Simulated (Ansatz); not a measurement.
GaH2Cl (charge +1): a saddle search.

Input (in.yaml):

```yaml
crystal:
  periodic: [false, false, false]
  atoms:
    - {symbol: Ga, position_ang: [-0.624800, 0.861600, -0.215200]}
    - {symbol: Cl, position_ang: [1.425300, -0.701900, 0.255200]}
    - {symbol: H, position_ang: [0.621300, -0.335900, -1.256700]}
    - {symbol: H, position_ang: [-1.421800, 0.176200, 1.216800]}
basis:
  gaussian: {orbitals: def2-SVP}
total_charge: 1
hamiltonian: {xc: pbe0, dispersion: d4}
saddle:
  max_steps: 30
  mode_guess:
    - [-0.4552, 0.2945, -0.1810]
    - [-0.0095, 0.1005, -0.3745]
    - [0.4406, -0.3506, 0.4341]
    - [0.0241, -0.0444, 0.1214]
```

Launched with

```bash
ansatz run in.yaml --threads 2 --pin off --events-out ev --progress --plain --max-ram 4352MiB
```

Output of Ansatz 0.2.0:

```
Functional definition: PBE0
  name "PBE0"
  cite "Adamo & Barone, J. Chem. Phys. 110, 6158 (1999) doi:10.1063/1.478522"
  cite "Perdew, Burke & Ernzerhof, Phys. Rev. Lett. 77, 3865 (1996) doi:10.1103/PhysRevLett.77.3865"
  parent pbe
  parameter a = 0.25
  parameter kappa = 0.804
  parameter beta = 0.06672455060314922
  exchange = (1 - a)*pbe_x(kappa = kappa, mu = beta*pi^2/3) + a*exact_x
  correlation = pbe_c(beta = beta)
619 factors; integrals over basis functions are off by at most 3.4e-4 eV
mean field evaluation 1: about -64895.0819 eV, gradient 3.8e1 eV
mean field evaluation 2: about -64895.0946 eV, gradient 3.8e1 eV
mean field evaluation 4: about -64900.5698 eV, gradient 5.8e0 eV
mean field evaluation 8: about -64900.7706 eV, gradient 2.3e-1 eV
mean field evaluation 16: about -64900.7742 eV, gradient 9.2e-4 eV
mean field evaluation 32: about -64868.8865 eV, gradient 2.9e1 eV
mean field -64900.77418794 eV, -2385.0594600820 hartree, gradient 4.4e-5 eV, S^2 0.750000; 2 other end points of the search recorded, 0 dependent functions left out
the calculation of the forces begins
reference -64900.77421297 eV, -2385.0594610019 hartree; 25, 24 occupied and 35, 36 virtual orbitals, 619 factors
these checks for a lower state are left out or cut short: stability, starts, cluster_reference, orbital_swaps, neighbouring_geometries, increment
619 factors; integrals over basis functions are off by at most 3.4e-4 eV
mean field -64900.80499929 eV, -2385.0605923783 hartree, gradient 5.2e-6 eV, S^2 0.750000; 0 other end points of the search recorded, 0 dependent functions left out
the calculation of the forces begins
reference -64900.80502434 eV, -2385.0605932988 hartree; 25, 24 occupied and 35, 36 virtual orbitals, 619 factors
these checks for a lower state are left out or cut short: stability, starts, cluster_reference, orbital_swaps, neighbouring_geometries, increment
619 factors; integrals over basis functions are off by at most 3.4e-4 eV
mean field evaluation 64: about -64900.8053 eV, gradient 1.7e-3 eV
mean field -64900.80534791 eV, -2385.0606051897 hartree, gradient 4.9e-6 eV, S^2 0.750000; 0 other end points of the search recorded, 0 dependent functions left out
the calculation of the forces begins
reference -64900.80537295 eV, -2385.0606061100 hartree; 25, 24 occupied and 35, 36 virtual orbitals, 619 factors
saddle step   1: F+E_penalty+E_count = -64900.81686761 eV  max|allowed force component| = 3.062e0 eV/Å  curvature = -11.8744 eV/Å²  mode residual = 5.48e-1 eV/Å²  Δτ_max = 0.0000 Å  (1 rotations, 3 force calls, 126 SCF iters)  cluster: 3 rotations left out, max|force component along them| = 1.632e-6 eV/Å
saddle step   2: F+E_penalty+E_count = -64901.00051716 eV  max|allowed force component| = 1.686e0 eV/Å  curvature = -15.7188 eV/Å²  mode residual = 7.05e-1 eV/Å²  Δτ_max = 0.2000 Å  (1 rotations, 3 force calls, 73 SCF iters)  cluster: 3 rotations left out, max|force component along them| = 3.310e-7 eV/Å
saddle step   3: F+E_penalty+E_count = -64901.44656501 eV  max|allowed force component| = 1.257e0 eV/Å  curvature = -9.9777 eV/Å²  mode residual = 8.93e-1 eV/Å²  Δτ_max = 0.2000 Å  (1 rotations, 3 force calls, 68 SCF iters)  cluster: 3 rotations left out, max|force component along them| = 9.095e-7 eV/Å
saddle step   4: F+E_penalty+E_count = -64901.70394766 eV  max|allowed force component| = 3.240e-1 eV/Å  curvature = -6.7954 eV/Å²  mode residual = 8.52e-1 eV/Å²  Δτ_max = 0.2000 Å  (1 rotations, 3 force calls, 63 SCF iters)  cluster: 3 rotations left out, max|force component along them| = 7.210e-7 eV/Å
saddle step   5: F+E_penalty+E_count = -64901.72856520 eV  max|allowed force component| = 3.226e-1 eV/Å  curvature = -7.2839 eV/Å²  mode residual = 1.08e0 eV/Å²  Δτ_max = 0.0812 Å  (1 rotations, 3 force calls, 61 SCF iters)  cluster: 3 rotations left out, max|force component along them| = 1.150e-6 eV/Å
saddle step   6: F+E_penalty+E_count = -64901.72934388 eV  max|allowed force component| = 2.186e-1 eV/Å  curvature = -7.5474 eV/Å²  mode residual = 5.03e-1 eV/Å²  Δτ_max = 0.0189 Å  (1 rotations, 3 force calls, 63 SCF iters)  cluster: 3 rotations left out, max|force component along them| = 7.452e-7 eV/Å
saddle step   7: F+E_penalty+E_count = -64901.73138286 eV  max|allowed force component| = 2.620e-2 eV/Å  curvature = -7.2943 eV/Å²  mode residual = 3.52e-1 eV/Å²  Δτ_max = 0.0080 Å  (1 rotations, 5 force calls, 95 SCF iters)  cluster: 3 rotations left out, max|force component along them| = 7.765e-7 eV/Å
saddle search: the force at step 8 is within saddle.f_tol, and the search now checks the order of the point unasked, as it does wherever a lone molecule whose rigid rotations it leaves out would converge (saddle.isolated_cluster): at most 100 rotations across the mode and 202 force calls, two more next to a line or behind a second negative curvature, two more where it reads a positive, two for each turn that reads one and six more at each negative that it reads, and up to 22 at one that stands (24 where saddle.amplitude is under 0.005 Å), over each length that the point is read over (saddle.order_check: false declines the check)
saddle search: the rotation starts from a random direction (saddle.seed = 0)
saddle step   8: F+E_penalty+E_count = -64901.73154807 eV  max|allowed force component| = 5.349e-4 eV/Å  curvature = -6.9941 eV/Å² (error put at 0.0028; -6.9968 at half of saddle.amplitude)  mode residual = 1.66e-1 eV/Å²  Δτ_max = 0.0064 Å  (1 rotations, 18 force calls, 282 SCF iters)  order check (unasked): positive, curvature across the mode = +2.3861 eV/Å²; +2.3244 less its residual, +2.3241 less it at half of saddle.amplitude; error put at 0.0002 (11 force calls)  cluster: 3 rotations left out, max|force component along them| = 8.819e-7 eV/Å
Total energy: -64901.73157362 eV, -2385.0946433568 hartree
Atom 0 at    -0.535867     0.237432     0.049267 Å, force    -0.000216     0.000055    -0.000233 eV/Å
Atom 1 at     1.538581    -0.713986     0.052312 Å, force    -0.000099     0.000103    -0.000335 eV/Å
Atom 2 at     0.622653    -0.085379    -1.194402 Å, force     0.000535    -0.000238     0.000185 eV/Å
Atom 3 at    -1.625367     0.561933     1.092923 Å, force    -0.000220     0.000080     0.000382 eV/Å
Dipole moment:    -0.410901     0.202072    -0.081841 e Å

[the SCF lines of later steps are left out]
```

The lines “mean field evaluation” count trial sets of orbitals through the whole run, from several starts and some on an approximate energy, so they need not fall steadily or lie above the final value.

The run took about 40 s on 2 CPU threads of an Arm Neoverse V1 (shared host).


The run ended normally. The charge typed is one more than that of the intended reaction, so any result belongs to that ion.